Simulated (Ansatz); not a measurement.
`[SiH3][SiH2][SiH2][GeH3]` and `N[SiH2][SiH2][SiH3]` differ in one atom or group.

Ansatz, PBE0-D4/def2-TZVP geometries, multiplicity 1. Each molecule was computed in one conformer, which needn't be the lowest.

Scalar relativity is left out up to krypton.

```json
{"property": "size of the dipole moment (B3LYP/def2-TZVPP) / D", "`[SiH3][SiH2][SiH2][GeH3]`": "0.23"}
{"property": "HOMO–LUMO gap (PBE0/def2-TZVPP) / eV", "`[SiH3][SiH2][SiH2][GeH3]`": "7.55"}
{"property": "HOMO–LUMO gap (B3LYP/def2-TZVPP) / eV", "`[SiH3][SiH2][SiH2][GeH3]`": "7.20"}
{"property": "LUMO energy (PBE/def2-TZVPP) / eV", "`[SiH3][SiH2][SiH2][GeH3]`": "-1.14"}
{"property": "HOMO energy (ωB97M-V/def2-TZVPP) / eV", "`[SiH3][SiH2][SiH2][GeH3]`": "-9.84"}
{"property": "HOMO energy (B3LYP/def2-TZVPP) / eV", "`[SiH3][SiH2][SiH2][GeH3]`": "-7.69"}
```

**Question.** What does the change do to each property? (Best estimate.)

**Answer.** Computed: 
```json
{"property": "size of the dipole moment (B3LYP/def2-TZVPP) / D", "`N[SiH2][SiH2][SiH3]`": "1.56", "shift": "1.33"}
{"property": "HOMO–LUMO gap (PBE0/def2-TZVPP) / eV", "`N[SiH2][SiH2][SiH3]`": "6.95", "shift": "-0.60"}
{"property": "HOMO–LUMO gap (B3LYP/def2-TZVPP) / eV", "`N[SiH2][SiH2][SiH3]`": "6.55", "shift": "-0.65"}
{"property": "LUMO energy (PBE/def2-TZVPP) / eV", "`N[SiH2][SiH2][SiH3]`": "-1.17", "shift": "-0.03"}
{"property": "HOMO energy (ωB97M-V/def2-TZVPP) / eV", "`N[SiH2][SiH2][SiH3]`": "-9.49", "shift": "0.35"}
{"property": "HOMO energy (B3LYP/def2-TZVPP) / eV", "`N[SiH2][SiH2][SiH3]`": "-7.10", "shift": "0.59"}
```

Dipoles are sizes alone; their direction can turn.

B3LYP here is the variant with VWN-RPA as its local correlation; programs differ in this.
